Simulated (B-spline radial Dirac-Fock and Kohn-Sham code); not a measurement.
## K⁵⁺: eigenvalues, ΔSCF and the reference

System: K⁵⁺ in the configuration [Ne] 3s2 3p2.

The density-functional columns are spherical, spin-unpolarised Dirac-Kohn-Sham results without Breit or QED terms: −ε is minus the orbital energy of the initial state and ΔSCF the difference of two total energies. The reference in the last column comes from relaxed Dirac-Fock hole states (ΔSCF) with Breit and QED corrections and a finite nucleus. All numbers are from an atomic code on a B-spline grid, in eV; a selection of levels is shown. The Kohn-Sham columns are given as differences from the reference.

| level | PBE −ε − DF | PBE ΔSCF − DF | LDA −ε − DF | LDA ΔSCF − DF | Dirac-Fock |
| --- | --- | --- | --- | --- | --- |
| K | -99.3 | +17.4 | -110.0 | +6.3 | 3711.5 |
| L1 | -38.1 | -13.0 | -39.4 | -14.3 | 477.6 |
| L2 | -25.9 | +2.1 | -26.0 | +2.0 | 394.5 |
| L3 | -26.0 | +1.8 | -26.2 | +1.6 | 391.8 |
| M1 | -8.0 | +1.5 | -8.1 | +1.4 | 115.6 |
| M2,3 | -8.3 | +0.9 | -8.2 | +1.1 | 97.35 |

Values without a named source are computed, but for edge energies of neutral atoms, which are taken from tables.
